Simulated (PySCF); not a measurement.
## Bonds of Ge to Cl, Br, O

CCSD(T) in PySCF with def2-TZVPP on every atom, for the lowest determinant that a PBE0 search found; no spin–orbit coupling. D0 is De less the harmonic zero-point energy.

```
 X            state of GeX  D0(GeX) (eV)  D0(X₂) (eV)
Cl           doublet (π ↑)          3.89         2.27
Br           doublet (π ↑)          3.48         2.03
 O  singlet (closed shell)          6.65         4.84
```

Problem. Give the energy of Ge + X₂ → GeX + X at 0 K for each X.

Solution. Cl: 2.27 − 3.89 = -1.62 eV; Br: 2.03 − 3.48 = -1.45 eV; O: 4.84 − 6.65 = -1.81 eV (CCSD(T)/def2-TZVPP; negative means exothermic).

Problem. Does an atom of O displace Br from GeBr?

Solution. GeBr + O → GeO + Br has ΔE = 3.48 − 6.65 = -3.17 eV at CCSD(T)/def2-TZVPP, so it is downhill.

Gas-phase diatomics only hint at surface chemistry, where an atom holds several bonds.

Correlated steps freeze the inner cores (2 to 18 orbitals); shallow outer-core shells are correlated. Spin–orbit coupling is left out. Where the molecule has an RHF reference, its open-shell atoms are computed with UHF. The CCSD T1 diagnostic is raised in GeO, a sign that a single reference may not be enough there. States were picked by a PBE0 search and need not be the measured ground states.
